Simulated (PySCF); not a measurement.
C₂H₂₄Ge₉, SMILES `[GeH2]([CH3])[GeH2][GeH2][GeH2][GeH2][GeH2][GeH2][GeH2][GeH2][CH3]` (charge 0, multiplicity 1), TPSSh-D3(BJ)/def2-TZVP // PBE0-D3(BJ)/def2-SVP run with PySCF 2.14.0. The run hit its time limit unfinished.

```python
import json, numpy as np
from pyscf import gto, dft
from fastk import lowrank_exchange
atoms = """
C      8.148350    -0.276086     0.247078
Ge     6.340511    -0.241210    -0.504331
Ge     4.798572     0.974465     0.921521
Ge     2.550073     1.019188     0.011446
Ge     1.016185     2.235429     1.445124
Ge    -1.238196     2.272864     0.547308
Ge    -2.766954     3.489281     1.987162
Ge    -5.022281     3.534344     1.093422
Ge    -6.543418     4.758834     2.533188
Ge    -8.802644     4.808249     1.648974
C    -10.015848     5.807494     2.816794
H      8.824634    -0.832978    -0.417769
H      8.532170     0.747354     0.363673
H      8.141983    -0.763488     1.232336
H      6.360061     0.429673    -1.894730
H      5.815676    -1.682174    -0.682807
H      4.749196     0.326813     2.322931
H      5.283150     2.429132     1.108405
H      2.568875     1.680886    -1.382913
H      2.035552    -0.425015    -0.167414
H      1.517529     3.684896     1.617710
H      0.994337     1.581216     2.842847
H     -1.220736     2.929923    -0.849055
H     -1.742735     0.824616     0.374480
H     -2.256570     4.935361     2.161715
H     -2.782723     2.829891     3.382527
H     -4.997382     4.185770    -0.305676
H     -5.525375     2.085279     0.921488
H     -6.534885     4.101700     3.931007
H     -6.008791     6.198027     2.702780
H     -9.301637     3.356010     1.488748
H     -8.769621     5.453534     0.246769
H    -11.028733     5.821328     2.388570
H     -9.667133     6.843653     2.931265
H    -10.059366     5.339462     3.810469
"""
def scf(charge, spin, dm0=None):
    mol = gto.M(atom=atoms, basis='def2-tzvp', ecp={}, charge=charge, spin=spin, verbose=4, max_memory=5040)
    mf = dft.KS(mol, xc='tpssh').density_fit(auxbasis="def2-universal-jkfit")
    mf.disp = 'd3bj'
    mf.grids.level = 3
    mf.conv_tol = 1e-8
    mf.max_cycle = 60
    mf.kernel(dm0)
    if not mf.converged:
        mf = mf.newton().run(mf.mo_coeff, mf.mo_occ).undo_soscf()
    return mf
mf = scf(0, 0)
lowrank_exchange(mf)  # same exchange matrices as the stock routine, built faster for response steps
e, occ = np.ravel(mf.mo_energy), np.ravel(mf.mo_occ)
ev = 27.211386245988
occupied, empty = np.sort(e[occ > 0]) * ev, np.sort(e[occ == 0]) * ev
print("highest occupied levels (eV):", np.round(occupied[-6:], 3))
print("lowest empty levels (eV):", np.round(empty[:6], 3))
res = dict(converged=bool(mf.converged), energy=mf.e_tot, dispersion=float(mf.get_dispersion()) if mf.do_disp() else 0.0, nlc=bool(mf.do_nlc()), nao=mf.mol.nao, cycles=mf.cycles,
           occupied=occupied[-8:].tolist(), empty=empty[:8].tolist(), dipole=mf.dip_moment().tolist(), s2=float(mf.spin_square()[0]),
           mulliken=mf.mulliken_pop(verbose=3)[1].tolist(), meta_lowdin=mf.mulliken_meta(verbose=3)[1].tolist())
mf.grids = dft.gen_grid.Grids(mf.mol).set(level=2).build()  # coarser grid for the response steps
res["stable_to_uks"] = bool(mf.stability(internal=False, external=True, return_status=True)[3])
for singlet, n in ((True, 6), (False, 3)):
    td = mf.TDA(); td.singlet = singlet; td.nstates = n; td.conv_tol = 1e-4; td.kernel(); td.analyze(verbose=3)
    res["singlets" if singlet else "triplets"] = dict(e=(td.e * ev).tolist(), converged=np.ravel(td.converged).tolist(), f=td.oscillator_strength().tolist() if singlet else None)
dm = mf.make_rdm1()
res["vertical"] = []
for charge, spin in [(1, 1)]:
    ion = scf(charge, spin, np.array([dm / 2, dm / 2]) if dm.ndim == 2 else dm.sum(0))
    res["vertical"].append(dict(charge=charge, spin=spin, energy=ion.e_tot, converged=bool(ion.converged), s2=float(ion.spin_square()[0]), homo=float(np.ravel(ion.mo_energy)[np.ravel(ion.mo_occ) > 0].max() * ev)))
json.dump(res, open("result.json", "w"))
```

The last lines of the output:

```
Dipole moment(X, Y, Z, Debye):  0.15392,  0.24903,  0.49786
 ** Mulliken atomic charges  **
charge of    0C =     -0.45637
charge of    1Ge =      0.11417
charge of    2Ge =     -0.04830
charge of    3Ge =     -0.00967
charge of    4Ge =     -0.01059
charge of    5Ge =     -0.01140
charge of    6Ge =     -0.01059
charge of    7Ge =     -0.00968
charge of    8Ge =     -0.04827
charge of    9Ge =      0.11414
charge of   10C =     -0.45630
charge of   11H =      0.14106
charge of   12H =      0.13996
charge of   13H =      0.13998
charge of   14H =     -0.01184
charge of   15H =     -0.01182
charge of   16H =     -0.00062
charge of   17H =     -0.00059
charge of   18H =      0.00389
charge of   19H =      0.00394
charge of   20H =      0.00402
charge of   21H =      0.00400
charge of   22H =      0.00445
charge of   23H =      0.00449
charge of   24H =      0.00404
charge of   25H =      0.00399
charge of   26H =      0.00391
charge of   27H =      0.00392
charge of   28H =     -0.00061
charge of   29H =     -0.00062
charge of   30H =     -0.01183
charge of   31H =     -0.01181
charge of   32H =      0.14105
charge of   33H =      0.13995
charge of   34H =      0.13994
 ** Mulliken atomic charges  **
charge of    0C =     -0.51559
charge of    1Ge =      0.32251
charge of    2Ge =      0.07078
charge of    3Ge =      0.09211
charge of    4Ge =      0.09278
charge of    5Ge =      0.09232
charge of    6Ge =      0.09278
charge of    7Ge =      0.09211
charge of    8Ge =      0.07079
charge of    9Ge =      0.32251
charge of   10C =     -0.51559
charge of   11H =      0.12301
charge of   12H =      0.12160
charge of   13H =      0.12160
charge of   14H =     -0.06756
charge of   15H =     -0.06758
charge of   16H =     -0.05024
charge of   17H =     -0.05021
charge of   18H =     -0.04811
charge of   19H =     -0.04813
charge of   20H =     -0.04778
charge of   21H =     -0.04781
charge of   22H =     -0.04754
charge of   23H =     -0.04753
charge of   24H =     -0.04781
charge of   25H =     -0.04778
charge of   26H =     -0.04813
charge of   27H =     -0.04811
charge of   28H =     -0.05021
charge of   29H =     -0.05025
charge of   30H =     -0.06756
charge of   31H =     -0.06758
charge of   32H =      0.12300
charge of   33H =      0.12158
charge of   34H =      0.12161
tot grids = 268688
rhf_real2complex: lowest eigs of H = [0.92456888 0.92512351 0.92531314]
<class 'pyscf.df.df_jk.DFRKS'> wavefunction is stable in the real -> complex stability analysis
```
